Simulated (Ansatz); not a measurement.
This geometry of GaH₆NO (9 atoms, charge 0, multiplicity 1) is a first-order saddle point.

Level of theory: Ansatz 0.2.0, UKS PBE-D4/def2-SVP.

```xyz
9
Properties=species:S:1:pos:R:3
Ga -0.640 -0.793 0.275
O -0.908 1.221 -0.078
H -1.104 -1.576 -1.015
H -1.023 -1.055 1.775
H 0.237 1.028 -0.152
N 1.174 -0.004 0.044
H -1.269 1.440 -0.958
H 1.791 0.056 0.863
H 1.740 -0.318 -0.754
```

Question: Which two structures does it join? (They come from a converged band through this point; their orientation in space is the band's.)

Answer: Bonds broken: H5–N6. Bonds formed: O2–H5.

Image 0:

```xyz
9
Properties=species:S:1:pos:R:3
Ga -0.832 -0.576 0.188
O -1.220 1.213 -0.133
H -1.037 -1.560 -1.044
H -0.949 -0.987 1.713
H 1.026 0.995 -0.141
N 1.240 0.004 0.069
H -1.822 1.340 -0.886
H 1.790 -0.044 0.936
H 1.803 -0.384 -0.699
```

Image 10:

```xyz
9
Properties=species:S:1:pos:R:3
Ga -0.545 -0.821 0.287
O -0.957 1.272 -0.083
H -1.103 -1.531 -1.010
H -1.004 -1.038 1.774
H 0.073 1.209 -0.171
N 1.219 -0.063 0.053
H -1.293 1.426 -0.987
H 1.834 -0.042 0.875
H 1.774 -0.413 -0.737
```

Question: How far does it lie above each of them?

Answer: 0.48 eV above the first and 0.03 eV above the second. This is the barrier of this one path; another mechanism may lie lower. The orbitals stay closed-shell, which can raise the energy where a bond breaks towards radicals; this wasn't checked here.

Run time: 6.1 min on 2 threads of Intel(R) Xeon(R) Platinum 8488C (Sapphire Rapids) (shared host), peak memory 0.17 GiB.
